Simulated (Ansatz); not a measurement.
Cost and result for the atomization energy of CH5ClFNSi, SMILES `N[SiH](F)CCl` (10 atoms, 9 bonds).

```xyz
10

N     0.673    1.398   -0.489
Si   -0.320    0.040   -0.644
F     0.077   -0.917   -1.872
C    -0.158   -1.071    0.854
Cl   -0.797   -0.256    2.307
H     1.601    1.373   -0.104
H     0.466    2.273   -0.937
H    -1.705    0.494   -0.886
H    -0.719   -1.996    0.719
H     0.882   -1.338    1.052
```

Total charge 0; spin multiplicity 1. The structure was optimised at the PBE0-D4/def2-TZVP level. It is one conformer, not always the lowest. Program: Ansatz. All runs use 4 threads of an Arm Neoverse V1 on a shared host. Times are those of one run each, without the atoms' runs, and a repeat can differ threefold. Electronic energies, without spin–orbit coupling; frozen cores. CCSD(T)/CBS adds CCSD(T) − MP2 in def2-TZVPP to the MP2 limit, and its time is that of the two runs behind it. T1 = 0.010. B3LYP takes the VWN-RPA correlation (the form of Gaussian; ORCA's B3LYP/G).

CCSD(T)/CBS is a level of theory with its own doubt, some kJ/mol a heavy atom from the limit and from the frozen cores, so smaller differences don't rank the functionals.

```tsv
level	functions	wall time
PBE-D4/def2-TZVPP (with forces)	247	2.5 s
PBE0-D4/def2-TZVPP	247	3 s
B3LYP-D4/def2-TZVPP (with forces)	247	4.7 s
r2SCAN-D4/def2-TZVPP (with forces)	247	5.5 s
B2PLYP/def2-TZVPP	247	5.5 s
ωB97X-V/def2-TZVPP	247	7.5 s
ωB97M-V/def2-TZVPP (with forces)	247	11 s
MP2/def2-QZVPP	461	20 s
CCSD(T)/def2-TZVPP	247	2.6 min
CCSD(T)/CBS(def2)	–	2.9 min
```

(1) What atomization energy does each give, and how far from CCSD(T)/CBS? (An estimate is asked.)

Answers

(1) Computed: 
| level | atomization (kJ/mol) | difference from CCSD(T)/CBS | per bond |
| --- | --- | --- | --- |
| PBE-D4/def2-TZVPP (with forces) | 3661.4 | 42.7 | 4.7 |
| PBE0-D4/def2-TZVPP | 3596.7 | -22.0 | -2.4 |
| B3LYP-D4/def2-TZVPP (with forces) | 3601.2 | -17.5 | -1.9 |
| r2SCAN-D4/def2-TZVPP (with forces) | 3604.8 | -13.9 | -1.5 |
| B2PLYP/def2-TZVPP | 3565.6 | -53.1 | -5.9 |
| ωB97X-V/def2-TZVPP | 3626.1 | 7.4 | 0.8 |
| ωB97M-V/def2-TZVPP (with forces) | 3627.1 | 8.4 | 0.9 |
| MP2/def2-QZVPP | 3644.3 | 25.6 | 2.8 |
| CCSD(T)/def2-TZVPP | 3504.7 | -114.0 | -12.7 |
| CCSD(T)/CBS(def2) | 3618.7 | 0.0 | 0.0 |

The D4 term adds +35.0 kJ/mol with B3LYP and +18.3 kJ/mol with PBE0; it sums over pairs of atoms, weighted by their polarisabilities, and B3LYP, whose exchange is more repulsive, gets the larger term. From PBE to PBE0 (25 % exact exchange), in def2-TZVPP and without D4, the atomization energy moves by −61.3 kJ/mol: exact exchange takes away binding that semilocal exchange gives to molecules. In def2-TZVPP, CCSD(T) changes the Hartree–Fock value by +904.5 kJ/mol (the triples alone add +53.0 kJ/mol) and MP2 by +975.5 kJ/mol; breaking electron pairs costs correlation energy, which Hartree–Fock lacks.
